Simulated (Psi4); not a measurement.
ClLi (SMILES [Li][Cl]), singlet, at a GFN2-xTB geometry (such geometries of metal compounds can be far from the true shape); PBE/def2-SVP run with Psi4.

Psi4 was given this input:
```
memory 2 GB

molecule mol {
0 1
Li   -0.000000   -0.000000   -1.663114
Cl    0.000000    0.000000    0.293491
}

set {
  basis def2-svp
  reference rks
}

energy('pbe')
print_variables()
```

Problem. Predict the main parts of the log of this Psi4 run.

Solution. 
```
   => Loading Basis Set <=

    Name: DEF2-SVP
    Role: ORBITAL
    Keyword: BASIS

         ---------------------------------------------------------
                                   SCF
               by Justin Turney, Rob Parrish, Andy Simmonett
                          and Daniel G. A. Smith
                              RKS Reference
         ---------------------------------------------------------

  ==> Geometry <==

    Molecular point group: c2v
    Full point group: C_inf_v

    Geometry (in Angstrom), charge = 0, multiplicity = 1:

       Center              X                  Y                   Z               Mass
    ------------   -----------------  -----------------  -----------------  -----------------
         LI           0.000000000000     0.000000000000    -1.629640740189     7.016003436600
         CL           0.000000000000     0.000000000000     0.326964259811    34.968852682000

  Running in c2v symmetry.

  Rotational constants: A = ************  B =      0.75355  C =      0.75355 [cm^-1]
  Rotational constants: A = ************  B =  22590.83970  C =  22590.83970 [MHz]
  Nuclear repulsion =   13.793298976630441

  Charge       = 0
  Multiplicity = 1
  Electrons    = 20
  Nalpha       = 10
  Nbeta        = 10

  ==> Algorithm <==

  SCF Algorithm Type is DF.
  DIIS enabled.
  MOM disabled.
  Fractional occupation disabled.
  Guess Type is SAD.
  Energy threshold   = 1.00e-06
  Density threshold  = 1.00e-06
  Integral threshold = 1.00e-12

  ==> Primary Basis <==

  Basis Set: DEF2-SVP
    Blend: DEF2-SVP
    Number of shells: 13
    Number of basis functions: 27
    Number of Cartesian functions: 28
    Spherical Harmonics?: true
    Max angular momentum: 2

  ==> DFT Potential <==

   => LibXC <=

    Version 7.1.2
    S. Lehtola, C. Steigemann, M. J. T. Oliveira, and M. A. L. Marques,  SoftwareX 7, 1–5 (2018) (10.1016/j.softx.2017.11.002)

   => Composite Functional: PBE <=

    PBE GGA Exchange-Correlation Functional

    J.P. Perdew et. al., Phys. Rev. Lett., 77(18), 3865-3868, 1996

    Deriv               =              1
    GGA                 =           TRUE
    Meta                =          FALSE

    Exchange Hybrid     =          FALSE
    MP2 Hybrid          =          FALSE

   => Exchange Functionals <=

    1.0000     XC_GGA_X_PBE

   => Correlation Functionals <=

    1.0000     XC_GGA_C_PBE

   => LibXC Density Thresholds  <==

    XC_GGA_C_PBE:  1.00E-12
    XC_GGA_X_PBE:  1.00E-15

   => Molecular Quadrature <=

    Radial Scheme          =       TREUTLER
    Pruning Scheme         =           NONE
    Nuclear Scheme         =       TREUTLER

    Blocking Scheme        =         OCTREE
    BS radius alpha        =              1
    Pruning alpha          =              1
    Radial Points          =             75
    Spherical Points       =            302
    Total Points           =          44327
    Total Blocks           =            438
    Max Points             =            256
    Max Functions          =             27
    Weights Tolerance      =       1.00E-15

   => Loading Basis Set <=

    Name: (DEF2-SVP AUX)
    Role: JKFIT
    Keyword: DF_BASIS_SCF

  ==> Integral Setup <==

  SCF_SUBTYPE=INCORE selected. In-core MEM_DF algorithm will be used.
  Using in-core AOs.

  ==> MemDFJK: Density-Fitted J/K Matrices <==

    J tasked:                   Yes
    K tasked:                    No
    wK tasked:                   No
    Algorithm:                 Core
    Schwarz Cutoff:           1E-12
    Mask sparsity (%):       0.0000
    Fitting Condition:        1E-10

   => Auxiliary Basis Set <=

  Basis Set: (DEF2-SVP AUX)
    Blend: DEF2-UNIVERSAL-JKFIT
    Number of shells: 55
    Number of basis functions: 179
    Number of Cartesian functions: 215
    Spherical Harmonics?: true
    Max angular momentum: 4

  Minimum eigenvalue in the overlap matrix is 4.2385675565E-02.
  Reciprocal condition number of the overlap matrix is 1.3982991500E-02.
    Using symmetric orthogonalization.

  ==> Pre-Iterations <==

  SCF Guess: Superposition of Atomic Densities via on-the-fly atomic UHF (no occupation information).

   -------------------------
    Irrep   Nso     Nmo
   -------------------------
     A1        14      14
     A2         1       1
     B1         6       6
     B2         6       6
   -------------------------
    Total      27      27
   -------------------------

  ==> Iterations <==

                           Total Energy        Delta E     RMS |[F,P]|

   @DF-RKS iter SAD:  -467.18792480990771   -4.67188e+02   0.00000e+00
   @DF-RKS iter   1:  -467.35071155003766   -1.62787e-01   2.16140e-02 DIIS/ADIIS
   @DF-RKS iter   2:  -467.17862568908538    1.72086e-01   3.74075e-02 DIIS/ADIIS
   @DF-RKS iter   3:  -467.42268028637392   -2.44055e-01   2.97171e-03 DIIS/ADIIS
   @DF-RKS iter   4:  -467.42384156206418   -1.16128e-03   1.12146e-03 DIIS/ADIIS
   @DF-RKS iter   5:  -467.42402809273580   -1.86531e-04   1.93984e-04 DIIS/ADIIS
   @DF-RKS iter   6:  -467.42403572115234   -7.62842e-06   1.26114e-05 DIIS
   @DF-RKS iter   7:  -467.42403574775886   -2.66065e-08   9.53546e-07 DIIS
  Energy and wave function converged.

  ==> Post-Iterations <==

   Electrons on quadrature grid:
      Ntotal   =   20.0000001606 ; deviation = 1.606e-07

    Orbital Energies [Eh]
    ---------------------

    Doubly Occupied:

       1A1  -100.532247     2A1    -9.067492     3A1    -6.891758
       1B2    -6.890742     1B1    -6.890742     4A1    -1.876924
       5A1    -0.629608     6A1    -0.224444     2B2    -0.202429
       2B1    -0.202429

    Virtual:

       7A1    -0.064962     3B2     0.027279     3B1     0.027279
       8A1     0.042717     9A1     0.128600    10A1     0.458356
       4B2     0.478205     4B1     0.478205    11A1     0.634181
      12A1     0.807144     1A2     0.807152     5B2     0.814995
       5B1     0.814995    13A1     0.897190     6B2     0.935119
       6B1     0.935119    14A1     1.123731

    Final Occupation by Irrep:
             A1    A2    B1    B2
    DOCC [     6,    0,    2,    2 ]
    NA   [     6,    0,    2,    2 ]
    NB   [     6,    0,    2,    2 ]

  @DF-RKS Final Energy:  -467.42403574775886

   => Energetics <=

    Nuclear Repulsion Energy =             13.7932989766304406
    One-Electron Energy =                -674.3877625400689340
    Two-Electron Energy =                 223.1621986917395475
    DFT Exchange-Correlation Energy =     -29.9917708760599631
    Empirical Dispersion Energy =           0.0000000000000000
    VV10 Nonlocal Energy =                  0.0000000000000000
    Total Energy =                       -467.4240357477588645

Computation Completed

Properties will be evaluated at   0.000000,   0.000000,   0.000000 [a0]

Properties computed using the SCF density matrix

 Multipole Moments:

 ------------------------------------------------------------------------------------
     Multipole            Electronic (a.u.)      Nuclear  (a.u.)        Total (a.u.)
 ------------------------------------------------------------------------------------

 L = 1.  Multiply by 2.5417464519 to convert [e a0] to [Debye]
 Dipole X            :          0.0000000            0.0000000            0.0000000
 Dipole Y            :          0.0000000            0.0000000            0.0000000
 Dipole Z            :         -3.6629037            1.2651153           -2.3977884
 Magnitude           :                                                    2.3977884

 ------------------------------------------------------------------------------------

  Variable Map:
  ----------------------------------------------------------------------------
  "CURRENT ENERGY"              =>    -467.424035747759
  "CURRENT REFERENCE ENERGY"    =>    -467.424035747759
  "DD SOLVATION ENERGY"         =>       0.000000000000
  "DFT FUNCTIONAL TOTAL ENERGY" =>    -467.424035747759
  "DFT TOTAL ENERGY"            =>    -467.424035747759
  "DFT VV10 ENERGY"             =>       0.000000000000
  "DFT XC ENERGY"               =>     -29.991770876060
  "GRID ELECTRONS ALPHA"        =>      10.000000080283
  "GRID ELECTRONS BETA"         =>      10.000000080283
  "GRID ELECTRONS TOTAL"        =>      20.000000160565
  "NUCLEAR REPULSION ENERGY"    =>      13.793298976630
  "ONE-ELECTRON ENERGY"         =>    -674.387762540069
  "PCM POLARIZATION ENERGY"     =>       0.000000000000
  "PE ENERGY"                   =>       0.000000000000
  "SCF ITERATION ENERGY"        =>    -467.424035747759
  "SCF ITERATIONS"              =>       7.000000000000
  "SCF TOTAL ENERGY"            =>    -467.424035747759
  "TWO-ELECTRON ENERGY"         =>     223.162198691740
  "XC GRID RADIAL POINTS"       =>      75.000000000000
  "XC GRID SPHERICAL POINTS"    =>     302.000000000000
  "XC GRID TOTAL POINTS"        =>   44327.000000000000

  Array Variable Map:
  ----------------------------------------------------------------------------
  "CURRENT DIPOLE"              =>       0.000000000000 ... -2.397788374559 1 by 3
  "SCF DIPOLE"                  =>       0.000000000000 ... -2.397788374559 1 by 3
  "SCF TOTAL ENERGIES"          =>    -467.187924809908 ... -467.424035747759 1 by 8
```
